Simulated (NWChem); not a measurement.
# CsBr; SMILES [Br][Cs]

```xyz
2

Cs     0.0000     0.0000    -1.2090
Br     0.0000     0.0000     1.8904
```
Atoms are numbered in this order, from 1.

Level: PBE0-D3(BJ)/def2-TZVP with def2 effective core potentials on Cs (NWChem), optimised geometry, unscaled harmonic frequencies. This build's default masses of Se (78.918 u) and Br (79.917 u) are each other's, which moves their modes by up to 0.6 %. def2 effective core potentials on Cs; no spin-orbit coupling.

**Question.** List the harmonic frequencies with IR intensities, and the thermochemistry.

**Answer.** 
| frequency (cm⁻¹) | IR intensity (km/mol) |
|---|---|
| 147 | 29.9 |

```
Quantity                                                                            Value
-----------------------------------------------------------------------  ----------------
zero-point energy                                                            0.2 kcal/mol
thermal correction to the enthalpy at 298.15 K (with zero-point energy)      2.7 kcal/mol
heat capacity Cv                                                          6.9 cal/(mol K)
entropy at 298.15 K and 1 atm (symmetry number 1)                        63.9 cal/(mol K)
```

Rigid rotor and harmonic oscillator.
